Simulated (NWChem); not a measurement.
Molecule: C2H6BNO; SMILES NB(O)C=C

```xyz
11

B      0.0074    -0.4895     0.0014
C     -0.6730     0.9206     0.0048
C      0.0130     2.0710    -0.0037
H     -1.7646     0.9841     0.0138
H     -0.4705     3.0468    -0.0019
H      1.1009     2.0743    -0.0127
O      1.3885    -0.5392     0.0019
H      1.7353    -1.4418    -0.0012
N     -0.7927    -1.6609    -0.0025
H     -0.4360    -2.6066    -0.0057
H     -1.8014    -1.6188    -0.0038
```
Atoms are numbered in this order, from 1.

Program: NWChem. The geometry was optimised at B3LYP/6-31G* (spherical d). Hybrids' shares of exact exchange are those that their runs print; pure functionals count as 0. The functionals differ in more than this share.

```csv
row,share of exact exchange,highest occupied level (eV)
PBE/def2-SVP,0.00,-5.91
"LDA (Slater exchange, VWN5)/def2-SVP",0.00,-6.07
TPSSh/def2-SVP,0.10,-6.47
B3LYP/def2-SVP,0.20,withheld
BHandHLYP/def2-SVP,0.50,-8.21
Hartree-Fock/def2-SVP,1.00,-9.76
```

Problem. Fit a straight line of the last column on the one before it, predict the withheld value, and compare with the run.

Solution. 
1. Means of the 5 shown rows: x = 0.320, y = -7.284. Slope Σ(x − x̄)(y − ȳ)/Σ(x − x̄)² = -2.858/0.7480 = -3.820; intercept -6.062.
2. The shown rows scatter about the line by 0.138 (root mean square); the largest residual is -0.24, at BHandHLYP/def2-SVP.
3. At x = 0.20 (B3LYP/def2-SVP; inside the shown range) the line gives -6.83.
4. The run gives -6.91, -0.08 from the line, 0.6 times the scatter.
